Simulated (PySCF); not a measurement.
Job file and geometry (Å, from GFN2-xTB) of an NMR shielding run on `C[SiH2]C[C@@H]1CC[SiH2][C@@H]1F`, C6H15FSi2, GIAO PBE0/pcSseg-1 NMR shielding, non-relativistic, gas phase in PySCF 2.14.0, density-fitted response routines; density fitting, a coarse starting grid and PySCF grid level 2 are the driver's defaults:

```
$ OMP_NUM_THREADS=1 python probes_run.py task.json out

{"job": {"kind": "nmr", "xc": "PBE0", "basis": "pcSseg-1"}, "charge": 0, "multiplicity": 1}
C     -3.921204    -0.609465    -0.038987
Si    -2.166833    -0.656888    -0.759719
C     -0.979125     0.044914     0.553196
C      0.499671    -0.200110     0.268649
C      1.406089     0.417853     1.339036
C      2.866880     0.217087     0.923653
Si     2.869252     0.504973    -0.959672
C      0.954130     0.354802    -1.083499
F      0.414467     1.624186    -1.281792
H     -4.228280     0.407580     0.185596
H     -3.992692    -1.184653     0.879327
H     -4.638993    -1.020901    -0.740771
H     -2.126177     0.124787    -1.999980
H     -1.789482    -2.049294    -1.060681
H     -1.213115    -0.383777     1.531048
H     -1.138445     1.121686     0.641561
H      0.688865    -1.279799     0.235179
H      1.205771    -0.022423     2.318197
H      1.186702     1.486156     1.401791
H      3.522531     0.884497     1.480480
H      3.178568    -0.801566     1.161055
H      3.287768     1.843888    -1.365568
H      3.540508    -0.554084    -1.715067
H      0.561412    -0.249683    -1.905476
```

**Question.** What does the program print?

**Answer.** 
```
coarse grid: 20152 points
cycle   1  E = -915.6621298456  dE =  7.109e-01  |g| = 6.303e-01  |ddm| = 4.268e+00
cycle   2  E = -915.6165050995  dE =  4.562e-02  |g| = 8.105e-01  |ddm| = 1.176e+00
cycle   3  E = -915.7493736193  dE = -1.329e-01  |g| = 7.153e-02  |ddm| = 7.089e-01
cycle   4  E = -915.7499970062  dE = -6.234e-04  |g| = 3.718e-02  |ddm| = 7.244e-02
cycle   5  E = -915.7502688133  dE = -2.718e-04  |g| = 6.212e-03  |ddm| = 3.488e-02
cycle   6  E = -915.7502769029  dE = -8.090e-06  |g| = 2.134e-03  |ddm| = 9.102e-03
final grid: 183288 points
cycle   7  E = -915.8109868807  dE = -4.896e-05  |g| = 1.132e-02  |ddm| = 3.650e-02
cycle   8  E = -915.8109600451  dE =  2.684e-05  |g| = 1.578e-02  |ddm| = 2.468e-02
cycle   9  E = -915.8110184428  dE = -5.840e-05  |g| = 1.168e-03  |ddm| = 1.439e-02
cycle  10  E = -915.8110186602  dE = -2.174e-07  |g| = 3.739e-04  |ddm| = 1.167e-03
cycle  11  E = -915.8110186848  dE = -2.463e-08  |g| = 5.704e-05  |ddm| = 3.282e-04
cycle  12  E = -915.8110186854  dE = -5.818e-10  |g| = 2.568e-05  |ddm| = 8.303e-05
converged SCF energy = -915.8110186854

GIAO shielding tensors (ppm)
atom      isotropic    diamagn.    paramagn.     s11        s22        s33       span
  0 C      193.545     251.461     -57.916    189.856    192.288    198.491      8.635
  1 Si     392.845     881.445    -488.600    362.570    384.162    431.802     69.232
  2 C      170.432     252.892     -82.459    153.489    163.323    194.485     40.996
  3 C      136.811     251.317    -114.505    124.086    135.284    151.064     26.978
  4 C      147.791     250.047    -102.256    115.839    153.828    173.706     57.867
  5 C      176.944     252.116     -75.172    159.821    171.621    199.392     39.571
  6 Si     373.992     880.508    -506.515    313.333    386.154    422.491    109.158
  7 C       94.899     247.043    -152.144     54.782     80.933    148.983     94.201
  8 F      434.792     477.894     -43.102    389.431    448.461    466.483     77.052
  9 H       31.575      29.963       1.611     26.820     29.628     38.276     11.456
 10 H       31.650      30.096       1.555     26.817     29.682     38.453     11.636
 11 H       31.589      26.938       4.651     26.636     28.108     40.024     13.388
 12 H       27.327      30.896      -3.569     22.876     27.709     31.396      8.520
 13 H       27.566      31.110      -3.544     23.680     27.012     32.005      8.325
 14 H       30.831      34.380      -3.549     24.493     31.480     36.521     12.028
 15 H       30.445      34.211      -3.766     26.311     30.823     34.201      7.890
 16 H       30.428      35.979      -5.551     25.997     30.790     34.497      8.499
 17 H       29.735      32.742      -3.007     23.817     29.784     35.606     11.789
 18 H       30.054      33.540      -3.487     25.854     30.149     34.159      8.305
 19 H       30.522      28.314       2.207     25.493     27.269     38.804     13.311
 20 H       30.890      30.349       0.540     25.903     28.098     38.668     12.765
 21 H       27.363      28.917      -1.553     23.956     24.959     33.175      9.219
 22 H       27.342      28.726      -1.383     23.962     24.706     33.359      9.397
 23 H       26.750      32.346      -5.596     25.405     25.724     29.121      3.716
```

**Question.** Turn these shieldings into chemical shifts. Referencing at the same level of theory: TMS for 13C (σref 186.93), 29Si (σref 349.16), 1H (σref 31.72); 19F (σref 170.95) vs CFCl3.

**Answer.** Averaging equivalent atoms: C 7: 92.0; C 3: 50.1; C 4: 39.1; C 2: 16.5; C 5: 10.0; C 0: -6.6; Si 6: -24.8; Si 1: -43.7; F 8: -263.8; H 23: 4.97; H 12: 4.39; H 22: 4.37; H 21: 4.35; H 13: 4.15; H 17: 1.98; H 18: 1.66; H 16: 1.29; H 15: 1.27; H 19: 1.20; H 14: 0.89; H 20: 0.83; H 9/10/11: 0.11 ppm. Unscaled 19F shifts against computed CFCl3 carry errors that often reach 10 to 50 ppm.

Size and cost of the density-fitted run: 242 basis functions, 2.1 min wall time on 1 thread of an Arm Neoverse N1, shared host; peak memory 1.1 GiB.
